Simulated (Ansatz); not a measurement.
HgI₂, triplet, at the geometry of the source list (a higher spin typed on purpose: for a closed-shell molecule this is an excited state) (core potentials on Hg, I); R2SCAN/def2-SVP in Ansatz (a first-principles code).

Input for Ansatz:
Ansatz 0.2 input:
```yaml
crystal:
  periodic: [false, false, false]
  atoms:
    - {symbol: Hg, position_ang: [-0.00000000, 0.00000000, -0.00000000]}
    - {symbol: I, position_ang: [-0.23340000, 2.01440000, -1.61270000]}
    - {symbol: I, position_ang: [0.23340000, -2.01440000, 1.61270000]}
basis:
  gaussian:
    orbitals: def2-SVP
hamiltonian:
  xc: r2scan
magnetization: {spin_polarized: true, initial_magnetization: 2}
```

Output, abridged:

```
Functional definition: r2SCAN
945 factors; their error is unknown
mean field evaluation 1: about -20384.7666 eV, gradient 1.1e1 eV
mean field evaluation 2: about -20383.9459 eV, gradient 1.7e1 eV
mean field evaluation 4: about -20385.4188 eV, gradient 4.0e-1 eV
mean field evaluation 8: about -20385.3969 eV, gradient 9.3e-2 eV
mean field evaluation 16: about -20385.3969 eV, gradient 5.9e-6 eV
mean field evaluation 32: about -20384.9940 eV, gradient 9.9e-1 eV
mean field evaluation 64: about -20384.9384 eV, gradient 2.8e0 eV
mean field -20385.39691110 eV, -749.1495187645 hartree, gradient 3.3e-6 eV, S^2 2.004050; 9 other end points of the search recorded, 0 dependent functions left out
reference -20385.39692194 eV, -749.1495191628 hartree; 36, 34 occupied and 48, 50 virtual orbitals, 945 factors
Total energy: -20385.39692194 eV, -749.1495191628 hartree
```
